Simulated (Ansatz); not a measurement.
CH4ClFOSeTi (`C[Se][Ti]([OH])([F])[Cl]`) at its PBE0-D4/def2-TZVP geometry, where that method's forces vanish. Charge 0, multiplicity 1.

```csv
atom,x (Å),y (Å),z (Å)
C1,-1.429,-1.235,0.627
Se2,-1.304,0.121,-0.789
Ti3,0.973,0.666,-0.311
O4,1.348,2.000,-1.389
F5,1.062,1.069,1.394
Cl6,2.210,-1.119,-0.689
H7,-1.063,-0.832,1.570
H8,-0.859,-2.116,0.339
H9,-2.483,-1.487,0.724
H10,1.545,2.932,-1.475
```

For each bond, give half the difference of the two atoms' forces along it (eV/Å; positive pushes the atoms apart) under PBE-D4, r2SCAN-D4, B3LYP-D4, ωB97M-V in def2-TZVPP. (Estimate.)

Computed: 
```
   bond  length (Å)  PBE-D4  r2SCAN-D4  B3LYP-D4  ωB97M-V
 C1–Se2       1.965    0.18       0.17      0.33     0.07
  C1–H7       1.088    0.09      -0.04     -0.09    -0.06
  C1–H8       1.088    0.10      -0.05     -0.09    -0.07
  C1–H9       1.088    0.10      -0.04     -0.10    -0.05
Se2–Ti3       2.390    0.10       0.03      0.06    -0.09
 Ti3–O4       1.755    0.23       0.24      0.22     0.04
 Ti3–F5       1.755    0.36       0.15      0.25     0.05
Ti3–Cl6       2.204    0.06       0.07      0.12     0.07
 O4–H10       0.957    0.20      -0.10     -0.13    -0.05
```

B3LYP here is the variant with VWN-RPA as its local correlation; programs differ in this.
